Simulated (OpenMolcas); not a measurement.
# Pt3+: effect of the IPEA shift

| Quantity | Value |
| --- | --- |
| Program | OpenMolcas 26.06 |
| Basis | ANO-RCC-VTZP [8s7p5d3f1g] |
| Scalar Hamiltonian | DKH2, point nucleus |
| Active space | 7 electrons in 9 orbitals (RAS2 5d 6s; RAS3 6p, at most 2 electrons) |
| State averaging | 2S+1 = 4 even, 84 roots (69 in the spin-orbit step); 2S+1 = 6 even, 6 roots kept (CI in the orbitals of an earlier block); 2S+1 = 2 even, 83 roots kept (CI in the orbitals of an earlier block); 2S+1 = 4 odd, 73 roots (43 in the spin-orbit step); 2S+1 = 8 odd, 3 roots kept (CI in the orbitals of an earlier block, 0 in the spin-orbit step); 2S+1 = 6 odd, 15 roots kept (CI in the orbitals of an earlier block); 2S+1 = 2 odd, 87 roots kept (CI in the orbitals of an earlier block, 0 in the spin-orbit step) |
| Spin-orbit coupling | state interaction with AMFI integrals over the reference wave functions, term energies averaged over their components |

Methods on the same reference wave functions:
A. RASSCF
B. MS-RASPT2, IPEA 0 Eh, imaginary shift 0.1 Eh (closed shells correlated: 5s 5p)
C. MS-RASPT2, IPEA 0.25 Eh, imaginary shift 0.1 Eh (closed shells correlated: 5s 5p)

Energies in cm⁻¹ above 5d⁷ ⁴F_9/2.

```tsv
Level	A	B	C
5d⁷ ⁴F_9/2	0.0	0.0	0.0
5d⁷ ⁴F_7/2	10024	10350	10280
5d⁷ ⁴P_5/2 [69 %]	19262	16780	16940
5d⁷ ²G_9/2 [57 %]	21010	18880	19280
5d⁷ ⁴P_1/2 [69 %]	23572	20100	20480
5d⁷ ²G_7/2	28364	25470	25970
5d⁷ ²H_11/2	28403	25310	25830
5d⁷ ²D_5/2(1) [68 %]	32354	29630	30010
5d⁷ ²P_1/2 [69 %]	37633	33990	34480
5d⁷ ²H_9/2 [72 %]	38922	36070	36570
5d⁷ ²F_5/2	39581	32930	33570
5d⁶ 6s ⁶D_9/2	42676	44280	44780
5d⁷ ²F_7/2	45969	40010	40640
5d⁶ 6s ⁶D_7/2	48533	50170	50650
5d⁶ 6s ⁶D_5/2	50691	51960	52550
5d⁶ 6s ⁶D_3/2	52770	54070	54640
5d⁶ 6s ⁶D_1/2	54372	55950	56440
5d⁶ 6s ⁴D_7/2(1) [65 %]	61864	60910	61770
5d⁷ ²D_3/2(2) [72 %]	63269	55880	56280
```

Between B and C the level of the table that moves most is 5d⁶ 6s ⁴D_7/2(1) [65 %], by 850 cm-1 (lowest in B, highest in C). Moves below CASPT2's spread within the term are not significant.

From A to B the spin-free energies of the other terms of 5d⁷ shown, above ⁴F, scale by factors of 0.70 to 0.82.

The lowest spin-free term lies below A's lowest term by 0.397 hartree in B, 0.389 hartree in C.

CASPT2 does not keep the components of a term degenerate, so their means are used; among the terms shown or strongly mixed into the levels shown the widest spread is 1100 cm-1 (5d⁷ ⁴F, C). Some high roots are left out of the spin-orbit mixing, which shifts the levels that they would mix with. Terms from blocks run as CI alone lack orbitals of their own. A single d shell beside an s shell can misplace configurations of different d count against each other. Without dynamic correlation excited terms often stand tens of per cent too high (terms of higher spin than the ground term too low), and those without a measured partner can miss by more than the paired ones (holds for A). Blocks of more than 70 roots (2S+1 = 2 even) ran without multistate coupling (holds for B; C). Only configurations of the active space appear. The table leaves out levels that lie high or whose names do not pair safely across all columns.

A share in square brackets marks a mixed level and gives the weight of the term that names it, the lowest over the columns. A number in round brackets counts repeated terms of one configuration in the order of the reference energies.
